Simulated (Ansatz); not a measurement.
`NC(O)O` + `N[SiH3]` → `NC(O)N[SiH3]` + H₂O  (substitution at a C–O bond)

Program: Ansatz. Geometries: PBE0-D4/def2-TZVP. ΔE: electronic, gas phase. CBS: MP2 limit from def2 TZ/QZ plus the TZ coupled-cluster correction, frozen cores. This one scheme is used for every species. Functionals use def2-TZVPP. One conformer a species, not always the lowest.

`NC(O)O`:

```xyz
9

N     0.648    0.959   -0.192
C     0.040   -0.304    0.098
O    -0.666   -0.642   -1.061
O    -0.780   -0.190    1.215
H     1.062    0.951   -1.115
H     1.359    1.179    0.492
H     0.744   -1.109    0.359
H    -1.124   -1.468   -0.884
H    -1.283    0.625    1.088
```

`N[SiH3]`:

Z-matrix (Å, degrees):
```
Si
N 1 1.720
H 1 1.486 2 107.9
H 1 1.494 2 116.0 3 -120.3
H 1 1.486 2 107.9 3 119.4
H 2 1.007 1 119.6 3 -168.6
H 2 1.007 1 119.6 3 49.2
```

`NC(O)N[SiH3]`:

Z-matrix (Å, degrees):
```
C
O 1 1.410
N 1 1.432 2 109.0
N 1 1.441 2 107.8 3 -125.9
H 1 1.100 2 110.4 3 117.2
H 2 0.963 1 106.7 3 169.9
Si 3 1.730 1 122.0 2 80.3
H 3 1.012 1 111.5 2 -64.4
H 4 1.015 1 109.8 2 64.0
H 4 1.013 1 110.2 2 -177.2
H 7 1.486 3 106.7 1 47.3
H 7 1.490 3 116.0 1 -73.2
H 7 1.486 3 107.5 1 166.0
```

H₂O:

Cartesian coordinates in Å:
```
O -0.034 -0.387 0.030
H -0.281 0.166 -0.715
H 0.316 0.220 0.685
```

```tsv
level	ΔE (kcal/mol)
revPBE-D4	0.4
PBE-QIDH	1.9
CAM-B3LYP	3.7
CCSD(T)/def2-SVP	1.8
HF/def2-TZVPP	4.8
MP2/def2-TZVPP	0.4
MP2/CBS(def2)	-0.1
CCSD/CBS(def2)	1.0
```

Q: What does CCSD(T)/CBS give? (Best estimate.)

A: The calculation gave: +0.6 kcal/mol. The listed levels differ from it by -0.2, 1.3, 3.1, 1.2, 4.2, -0.2, -0.7, 0.4 kcal/mol.

Q: What do rigid-rotor, harmonic-oscillator terms from PBE0-D4/def2-TZVP frequencies (298.15 K, 1 bar) make of the CCSD(T)/CBS value? (Best estimate.)

A: The calculation gave: ΔZPE = -0.9 kcal/mol, ΔH = +0.2 kcal/mol, ΔS = -16 J/(mol·K), ΔG = +1.4 kcal/mol.

Largest T1 diagnostic among the species: 0.011.

The D4 term adds −2.1 kcal/mol with B3LYP and −1.2 kcal/mol with PBE0; it sums over pairs of atoms, weighted by their polarisabilities, and B3LYP, whose exchange is more repulsive, gets the larger term. Leaving LDA and LC-ωPBE aside and taking each functional with its dispersion term where it has one, the values, not all of them listed here, spread over 2.5 kcal/mol, from revPBE-D4 to B97M-V. At CCSD(T), def2-SVP lies +1.3 kcal/mol from the extrapolated value and def2-TZVPP +0.6 kcal/mol.

B3LYP here is the variant with VWN-RPA as its local correlation; programs differ in this.
